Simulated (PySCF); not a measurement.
C₃H₁₁PSi.
Structure used (PBE0-D3(BJ)/def2-SVP), in Å, numbered top down from 1:
```xyz
16
C3H11PSi angstrom
C     -0.908   -0.880    1.230
Si     0.026    0.050   -0.114
C      0.272    1.845    0.394
C      1.687   -0.776   -0.430
P     -1.100    0.070   -2.093
H     -1.893   -0.426    1.420
H     -0.339   -0.866    2.174
H     -1.068   -1.931    0.945
H     -0.694    2.343    0.571
H      0.806    2.409   -0.386
H      0.860    1.909    1.325
H      2.298   -0.774    0.487
H      1.559   -1.823   -0.748
H      2.248   -0.247   -1.216
H     -2.345    0.447   -1.497
H     -1.405   -1.327   -2.052
```

Computed with core-valence-separated Tamm–Dancoff BHandHLYP/aug-pcX-1 (pcseg-1 on H, def2-SVPD on P, def2-SVPD on Si) in PySCF, non-relativistic, gas phase, PBE0-D3(BJ)/def2-SVP geometry. BHandHLYP without relativity tends to put these K edges a few eV too low, so spacings mean more than positions.

The lowest roots of each edge with f over 0.003 (five at most, numbered afresh; weaker and dark ones are left out), with transition dipoles (au) in the frame of the coordinates:

```json
{"root": "1", "edge": "C", "E (eV)": "284.98", "f": "0.0060", "μx": "-0.0109", "μy": "0.0259", "μz": "0.0085"}
{"root": "2", "edge": "C", "E (eV)": "284.99", "f": "0.0057", "μx": "-0.0118", "μy": "-0.0136", "μz": "0.0223"}
{"root": "3", "edge": "C", "E (eV)": "285.72", "f": "0.0274", "μx": "0.0515", "μy": "0.0195", "μz": "0.0297"}
{"root": "4", "edge": "C", "E (eV)": "285.77", "f": "0.0208", "μx": "-0.0393", "μy": "0.0300", "μz": "-0.0229"}
{"root": "5", "edge": "C", "E (eV)": "285.77", "f": "0.0419", "μx": "0.0327", "μy": "0.0199", "μz": "0.0672"}
```

Molecules are fixed in this frame and the field points along z. What effective strengths 3 f cos²θ do the roots have (θ between field and μ)?

root 1 (C1/C3/C4): 0.002, root 2 (C1/C3/C4): 0.010, root 3 (C1): 0.019, root 4 (C1/C3/C4): 0.011, root 5 (C1/C3/C4): 0.095. Root 5 is the strongest. Averaged over all orientations cos²θ is 1/3, which gives f back. For degenerate partners only the sum has meaning, as the program may mix them freely.

